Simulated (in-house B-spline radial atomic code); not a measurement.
Inner levels of samarium as electrons are removed. A shift is the extra binding of the orbital against the neutral atom ([Xe] 4f6 6s2). The density at the nucleus is averaged over the nuclear charge. Computed with an all-electron radial atomic-structure program (B-spline basis): Dirac-Hartree-Fock, average of the configuration, finite nuclei.

```
  ion      configuration  shift of 2p3/2 (eV)  shift of 1s1/2 (eV)  shift of 2p1/2 (eV)  radius of 2p3/2 (bohr)  radius of 1s1/2 (bohr)  radius of 2p1/2 (bohr)  Σ<r²> (bohr²)  change of density at nucleus (bohr⁻³)
Sm24+           [Kr] 4d2               746.59               747.01               746.94                0.087334                0.022739                0.080767         4.7279                                 357.82
Sm25+           [Kr] 4d1                    ?                    ?                    ?                       ?                       ?                       ?              ?                                      ?
Sm26+  [Ar] 3d10 4s2 4p6                    ?                    ?                    ?                       ?                       ?                       ?              ?                                      ?
Sm27+  [Ar] 3d10 4s2 4p5                    ?                    ?                    ?                       ?                       ?                       ?              ?                                      ?
Sm28+  [Ar] 3d10 4s2 4p4               971.06               979.96               972.23                0.087272                0.022738                0.080716         3.1715                                 741.45
Sm29+  [Ar] 3d10 4s2 4p3              1029.81              1042.82              1031.29                0.087254                0.022738                  0.0807         2.8191                                 839.92
Sm30+  [Ar] 3d10 4s2 4p2              1089.45              1106.75              1091.26                0.087235                0.022737                0.080684         2.4766                                 940.47
Sm31+  [Ar] 3d10 4s2 4p1              1149.98              1171.73              1152.13                0.087215                0.022736                0.080667         2.1439                                1043.07
Sm32+      [Ar] 3d10 4s2               1211.4              1237.78              1213.91                0.087195                0.022736                0.080649         1.8203                                1147.75
Sm33+      [Ar] 3d10 4s1              1273.93              1304.26              1276.76                0.087174                0.022735                0.080631         1.5186                                -624.04
Sm34+          [Ar] 3d10              1337.28               1371.7              1340.44                0.087152                0.022735                0.080612         1.2243                               -2457.21
Sm35+           [Ar] 3d9              1458.67              1495.95              1462.45                 0.08707                0.022735                0.080547         1.1468                               -2215.35
Sm36+           [Ar] 3d8              1582.21               1622.6              1586.64                0.086984                0.022735                 0.08048         1.0723                               -1966.64
Sm37+           [Ar] 3d7              1707.88              1751.64                 1713                0.086894                0.022736                0.080409         1.0006                               -1711.11
```

(1) Fill in the row of Sm25+.

(2) Fill in the row of Sm26+.

(3) Fill in the row of Sm27+.

Results:

(1) shift of 2p3/2 (eV): 800.85; shift of 1s1/2 (eV): 801.62; shift of 2p1/2 (eV): 801.31; radius of 2p3/2 (bohr): 0.087319; radius of 1s1/2 (bohr): 0.022739; radius of 2p1/2 (bohr): 0.080755; Σ<r²> (bohr²): 4.3098; change of density at nucleus (bohr⁻³): 452.63.

(2) shift of 2p3/2 (eV): 856.28; shift of 1s1/2 (eV): 857.43; shift of 2p1/2 (eV): 856.86; radius of 2p3/2 (bohr): 0.087303; radius of 1s1/2 (bohr): 0.02274; radius of 2p1/2 (bohr): 0.080743; Σ<r²> (bohr²): 3.9082; change of density at nucleus (bohr⁻³): 550.74.

(3) shift of 2p3/2 (eV): 913.22; shift of 1s1/2 (eV): 918.17; shift of 2p1/2 (eV): 914.09; radius of 2p3/2 (bohr): 0.087289; radius of 1s1/2 (bohr): 0.022739; radius of 2p1/2 (bohr): 0.080731; Σ<r²> (bohr²): 3.5344; change of density at nucleus (bohr⁻³): 645.05.
